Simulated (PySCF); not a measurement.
H2BBrO2 (SMILES OB(O)Br), singlet, at a GFN2-xTB geometry. Base run: CAMB3LYP/6-31G*, polarisability run with PySCF.

Here is a job for PySCF.
```python
from pyscf import gto, scf, dft
from pyscf.prop import polarizability

mol = gto.Mole()
mol.atom = '''
    B     0.63016015    0.69553097   -0.00673031
    Br   -0.65351999   -0.70845424    0.00049872
    O     0.31611294    1.77672235   -0.72296485
    H     0.94539192    2.49728478   -0.74279122
    O     1.78376744    0.59968450    0.67095821
    H     1.97796385   -0.19029600    1.17504071
'''
mol.basis = '6-31g*'
mol.verbose = 4
mol.build()

mf = dft.RKS(mol)
mf.xc = 'camb3lyp'
mf.kernel()
alpha = mf.Polarizability().polarizability()[2, 2]
print('alpha_zz =', alpha)
```

Problem. The base was run again with changes. Order these runs by alpha_zz (bohr³), lowest first: functional = lda,vwn | functional = pbe0 | functional = hf | basis = def2-SVPD | basis = def2-SVP | basis = cc-pVDZ.

Solution. functional = hf (alpha_zz (bohr³) 22.45), basis = cc-pVDZ (alpha_zz (bohr³) 23.81), functional = pbe0 (alpha_zz (bohr³) 24.01), basis = def2-SVP (alpha_zz (bohr³) 24.28), functional = lda,vwn (alpha_zz (bohr³) 24.68), basis = def2-SVPD (alpha_zz (bohr³) 37.91)

Finite-field rows take the second difference of the energy in a field along z; a small field with loose convergence shows SCF noise divided by the square of the field, and a large one adds hyperpolarisability.
